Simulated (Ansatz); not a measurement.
**TlBr: a line through the functionals**

TlBr: 2 atoms, total charge 0, spin state singlet. As SMILES, `[Br][Tl]`. The bond length is the measured one.

The HOMO–LUMO gap y, in eV, basis def2-TZVPPD with a core potential; a is the functional's share of exact exchange. Programs: Ansatz 0.2.0.

| functional | program | a | y (eV) |
| --- | --- | --- | --- |
| r2SCAN | Ansatz | 0 | 4.34 |
| PBE | Ansatz | 0 | 3.82 |
| B3LYP | Ansatz | 0.2 | 4.98 |
| r2SCAN0 | Ansatz | 0.25 | ? |
| PBE0 | Ansatz | 0.25 | 5.44 |
| BHLYP | Ansatz | 0.5 | 6.86 |

Task: Fit y = c + s·a to the known rows and predict r2SCAN0.

Result: 
1. Means of the 5 rows: a = 0.1900, y = 5.088.
2. Σ(Δa)² = 0.172, Σ(Δa·Δy) = 0.9524, so the slope is 0.9524/0.172 = 5.5372.
3. Intercept: 5.088 − (5.5372) × 0.1900 = 4.036. The largest residual of the fit is 0.30.
4. r2SCAN0: 4.036 + (5.5372) × 0.25 = 5.42 eV.

The run gave 5.80 eV, so the prediction is off by -0.38 eV, about the largest residual. Exact exchange lowers occupied levels and raises empty ones. The rows mix families of semi-local functionals, which the line can't see.
